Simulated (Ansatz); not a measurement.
Calculated with Ansatz (gas phase, PBE0-D4/def2-TZVP geometries, no zero-point term in ΔE). CCSD(T)/CBS is the MP2 limit (def2-TZVPP, def2-QZVPP) plus CCSD(T) − MP2 in def2-TZVPP, frozen cores. This one scheme is used for every species. DFT in def2-TZVPP. B3LYP here is the variant with VWN-RPA as its local correlation; programs differ in this. One conformer a species, not always the lowest.

Consider the substitution at a C–S bond: `BSC(=C)[SiH3]` + CH₃SH → `C=C([SiH3])SC` + `BS`.

Problem. Is it downhill or uphill in electronic energy at CCSD(T)/CBS, and by how much? (An estimate is asked.)

Solution. The calculation gave: Nearly level: ΔE = -1.5 kJ/mol.

Problem. What do these levels give: PBE-D4, ωB97X-V, ωB97M-V, B2PLYP, PBE, PBE0, B3LYP, HF/def2-TZVPP, MP2/def2-TZVPP, HF/def2-QZVPP, MP2/def2-QZVPP, MP2/CBS(def2)? (Best estimate.)

Solution. Computed: PBE-D4 -3.3, ωB97X-V -3.0, ωB97M-V -2.6, B2PLYP -2.0, PBE -2.7, PBE0 -1.9, B3LYP -1.9, HF/def2-TZVPP -1.4, MP2/def2-TZVPP -2.5, HF/def2-QZVPP -1.1, MP2/def2-QZVPP -2.1, MP2/CBS(def2) -2.0 kJ/mol.

Largest T1 diagnostic among the species: 0.015.
